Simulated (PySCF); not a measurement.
iodine monochloride (ClI), singlet, at a GFN2-xTB geometry (core potentials on I). Base run: PBE0/def2-TZVP (PySCF).

PySCF was given this input:
```python
from pyscf import gto, scf, dft

mol = gto.Mole()
mol.atom = '''
    Cl   -0.00000000   -0.00000000   -1.74625450
    I     0.00000000    0.00000000    0.56011937
'''
mol.basis = 'def2-tzvp'
mol.ecp = {'I': 'def2-tzvp'}
mol.verbose = 4
mol.build()

mf = dft.RKS(mol)
mf.xc = 'pbe0'
mf.kernel()
```

The base run was repeated with changes; each row names its change, and settings that it needs were set with it.

| change | basis functions | E (Eh) | HOMO (eV) | HOMO-LUMO gap (eV) | dipole (D) |
|---|---|---|---|---|---|
| base | 87 | -757.77869 | -7.79 | 4.40 | 1.12 |
| basis = ANO-RCC-VDZP; relativity = none (without mol.ecp = {'I': 'def2-tzvp'}) | 61 | -7136.74455 | -8.67 | 4.70 | 0.14 |
| basis = jorge-DZP-DKH; relativity = none (without mol.ecp = {'I': 'def2-tzvp'}) | 72 | -7303.66354 | -8.00 | 4.37 | 1.09 |
| basis = ANO-RCC-VDZP; relativity = spin-free X2C; nucleus = Gaussian (with mol.nucmod = 'G'; without mol.ecp = {'I': 'def2-tzvp'}) | 61 | -7576.51648 | -7.84 | 4.33 | 1.32 |
| basis = jorge-DZP-DKH; relativity = spin-free X2C; nucleus = Gaussian (with mol.nucmod = 'G'; without mol.ecp = {'I': 'def2-tzvp'}) | 72 | -7570.98439 | -7.83 | 4.23 | 1.46 |
| basis = ANO-RCC-VDZP; relativity = spin-free X2C (without mol.ecp = {'I': 'def2-tzvp'}) | 61 | -7576.75540 | -7.84 | 4.33 | 1.32 |
| basis = x2c-TZVPall; relativity = spin-free X2C; nucleus = Gaussian (with mol.nucmod = 'G'; without mol.ecp = {'I': 'def2-tzvp'}) | 97 | -7576.72066 | -7.78 | 4.42 | 1.11 |
| basis = jorge-DZP-DKH; relativity = spin-free X2C (without mol.ecp = {'I': 'def2-tzvp'}) | 72 | -7571.18711 | -7.83 | 4.23 | 1.46 |
| basis = x2c-TZVPall; relativity = spin-free X2C (without mol.ecp = {'I': 'def2-tzvp'}) | 97 | -7576.92307 | -7.78 | 4.42 | 1.11 |
| basis = x2c-TZVPall; relativity = none (without mol.ecp = {'I': 'def2-tzvp'}) | 97 | -7226.49450 | -7.87 | 4.53 | 0.81 |

Totals shift with the method and basis; they matter in differences.

Basis sets contracted for a relativistic Hamiltonian are a mismatch without it, so the rows without relativity aren't non-relativistic limits. No row has spin-orbit coupling; sets with core potentials leave out the core electrons.
